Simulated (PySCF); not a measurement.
SMILES O=C(CC[CH]CC)C, doublet, GFN2-xTB optimised geometry.

```
21

C     -1.06     4.79     2.97
C     -0.30     3.49     3.31
C      0.25     2.84     2.10
C     -0.51     1.85     1.31
C      0.34     0.61     0.96
C     -0.36    -0.32     0.00
C      0.17    -1.73     0.00
O     -1.27     0.04    -0.71
H     -1.44     5.25     3.88
H     -1.89     4.58     2.30
H     -0.39     5.50     2.48
H      0.50     3.73     4.00
H     -1.00     2.81     3.81
H      1.17     3.22     1.69
H     -0.84     2.27     0.35
H     -1.40     1.53     1.85
H      0.62     0.07     1.87
H      1.27     0.94     0.48
H     -0.20    -2.27    -0.86
H     -0.17    -2.23     0.90
H      1.26    -1.73     0.00
```

Density from unrestricted PBE0/def2-SVP (PySCF) at that geometry.

Minimum of the electron density along straight lines between bonded atoms, close to the bond critical point (lines longer than 1.1 times the sum of covalent radii, or with two minima, are not listed):

```csv
bond,length / Å,ρ at the minimum / e bohr⁻³,∇²ρ there / e bohr⁻⁵,position (fraction from the first atom)
C1–C2,1.542,0.233,-0.51,0.50
C2–C3,1.478,0.265,-0.62,0.50
C3–C4,1.476,0.265,-0.63,0.50
C4–C5,1.539,0.236,-0.52,0.49
C5–C6,1.513,0.257,-0.61,0.49
C6–C7,1.510,0.257,-0.62,0.51
C6–O8,1.204,?,0.48,0.33
C1–H9,1.088,0.276,-1.01,0.62
C1–H11,1.087,0.277,-1.02,0.62
C2–H12,1.094,0.274,-0.98,0.62
C2–H13,1.093,0.275,-0.99,0.62
C3–H14,1.078,0.281,-1.03,0.62
C4–H15,1.100,0.271,-0.97,0.63
C4–H16,1.092,0.276,-1.00,0.62
C5–H17,1.091,0.275,-1.00,0.62
C5–H18,1.094,0.271,-0.97,0.62
C7–H19,1.087,0.278,-1.04,0.63
C7–H20,1.089,0.272,-0.98,0.63
C7–H21,1.087,0.275,-1.00,0.63
```

### Question
Fill in the missing entries.

### Answer

- C6–O8, ρ at the minimum / e bohr⁻³: 0.413
